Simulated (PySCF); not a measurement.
C4H2BrCl, SMILES C#C/C(Cl)=C\Br. Atoms are numbered in the order given.

```xyz
8

C      2.5520     1.1002     0.0000
C      1.3402     1.0540     0.0000
C     -0.0763     1.0202     0.0000
Cl    -0.8712     2.5686     0.0000
C     -0.8397    -0.0874     0.0000
Br    -0.1355    -1.8085     0.0000
H      3.6262     1.1352     0.0000
H     -1.9287    -0.0268     0.0000
```
Charge 0, spin multiplicity 1.

Geometry: PBE0-D3(BJ)/def2-SVP. The structure was generated by enumeration; whether it is a known compound was not checked.

Method: PySCF with PBE0-D3(BJ)/def2-SVP.

Frequencies are harmonic and unscaled.

Task: List the normal modes with their intensities. (The exact figures need the calculation; the answer reports its results.)

Result: 
```csv
mode,ν (cm⁻¹),IR (km/mol),Raman (Å⁴/amu),depolarisation,moving atoms (share of kinetic energy)
1,111,0.6,9.0,0.66,"C 64 %, Br 21 %, H 12 %"
2,185,0.0,2.1,0.75,"C 70 %, Cl 15 %, H 8 %"
3,214,2.8,3.1,0.74,"C 61 %, Cl 29 %"
4,264,7.0,1.9,0.75,"C 78 %, H 21 %"
5,282,0.7,6.0,0.53,"Cl 43 %, Br 35 %, C 19 %"
6,502,1.4,4.0,0.22,"C 66 %, Cl 28 %"
7,610,0.1,10.8,0.75,C 93 %
8,687,33.9,5.4,0.75,"H 77 %, C 23 %"
9,720,21.4,1.9,0.23,"H 67 %, C 32 %"
10,728,3.8,11.8,0.31,"C 83 %, H 14 %"
11,778,98.3,1.4,0.29,"C 76 %, Cl 10 %"
12,812,28.4,2.1,0.75,"H 74 %, C 26 %"
13,1055,58.7,8.6,0.68,"C 66 %, H 32 %"
14,1272,4.8,13.1,0.25,"H 61 %, C 39 %"
15,1661,2.3,141.2,0.25,C 98 %
16,2238,11.7,384.0,0.26,"C 91 %, H 9 %"
17,3256,16.1,81.8,0.30,"H 91 %, C 9 %"
18,3488,88.7,28.5,0.27,"H 86 %, C 14 %"
```
